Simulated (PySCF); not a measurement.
SMILES ClB(O)I (B3LYP/def2-SVP optimised geometry):

```
5

B     -0.336     0.044     0.000
Cl     1.436     0.044     0.000
I     -1.436     1.895     0.000
O     -1.037    -1.096     0.001
H     -0.490    -1.895     0.001
```

Method: PySCF 2.14.0 with B3LYP/def2-TZVP, def2 effective core potentials past Kr.

**Question.** What are the frontier orbital energies and the dipole moment?

**Answer.** HOMO-2 -9.15 eV, HOMO-1 -7.65 eV, HOMO -7.40 eV, LUMO -0.97 eV, LUMO+1 -0.35 eV; dipole moment 1.88 D.

On the same geometry PBE/def2-TZVP, def2 effective core potentials past Kr in PySCF gives HOMO-2 -8.06 eV, HOMO-1 -6.77 eV, HOMO -6.49 eV, LUMO -1.72 eV, LUMO+1 -0.95 eV; dipole moment 1.86 D.
